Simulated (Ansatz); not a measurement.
Species: sum formula Si$_{2}$H$_{2}$F$_{3}$, net charge 0, doublet state. It need not be the lowest isomer of its formula. 
Geometry from a B3LYP-D3(BJ)/def2-TZVP (Ansatz, an electronic-structure program) optimisation:
SMILES: F[SiH2][Si](F)F
```xyz
7

F     -2.1421     0.8886    -0.6285
Si    -1.3849    -0.2534     0.2115
Si     0.9378    -0.0862    -0.3517
F      1.6664    -1.3699     0.2880
F      1.5649     1.1872     0.4003
H     -1.8907    -1.5723    -0.2244
H     -1.6536    -0.0265     1.6496
```
Charge 0, spin multiplicity 2.

Computed values are from Ansatz. Valence correlation only, unless marked. UHF or UKS for open shells. Spin-orbit coupling is left out. Non-relativistic. CBS marks a two-point X^-3 extrapolation of the correlation energy; Hartree-Fock from the larger set.

The atomisation energy De is 2566.5 kJ/mol at CCSD(T)/CBS(cc-pV(T+d)Z,cc-pV(Q+d)Z) and the total energy is -878.8547 Eh at CCSD(T)/CBS(cc-pV(T+d)Z,cc-pV(Q+d)Z). The dipole moment is 1.26 D at CCSD(T)/aug-cc-pV(D+d)Z and the T1 diagnostic comes out as 0.015 at CCSD/cc-pV(Q+d)Z.
